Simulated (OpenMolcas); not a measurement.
An OpenMolcas run meant for W VI (ANO-RCC-VTZP, X2C; inactive shells 1s 2s 2p 3s 3p 3d 4s 4p 4d 4f 5s 5p; intended active space 1 electron in 5 orbitals (5d)). One step of its input:

```
&CASPT2
Multistate=5 1 2 3 4 5
Frozen=14 16
IPEA=0.25
Imaginary=0.1
MaxIter=60
WThr=0.0 0.3 0.05
PrWF=0.5
NoMix
Shift=0.2
Sig2=0.3
```

Lines from the output:

```
|
   --------------------------------------------------------------------------------------
++ ---------   Input file   ---------
>>> COPY JOB001 $Project.JobIph
&CASPT2
Multistate=5 1 2 3 4 5
Frozen=14 16
IPEA=0.25
Imaginary=0.1
MaxIter=60
WThr=0.0 0.3 0.05
PrWF=0.5
NoMix
Shift=0.2
Sig2=0.3
-- ----------------------------------
>>> COPY JOB001 a.JobIph
*** symbolic link created: INPORB -> a.RasOrb
--- Start Module: caspt2 at  ---
()()()()()()()()()()()()()()()()()()()()()()()()()()()()()()()()()()()()()()()()()()()()()()()()()()
                                              &CASPT2
                                   only a single process is used
                       available to each process: 2.3 GB of memory, 1 thread
()()()()()()()()()()()()()()()()()()()()()()()()()()()()()()()()()()()()()()()()()()()()()()()()()()
 ###    ERROR: More than one intruder-state removal technique                ###
 ###    active: SHIFt/IMAGinary/SIG1/SIG2 are mutually exclusive!            ###
--- Stop Module: caspt2 at  /rc=_RC_INPUT_ERROR_ ---
.####################.
.# User input error #.
.####################.
```

Q: What is wrong with the input?

A: More than one intruder-state remedy is switched on.
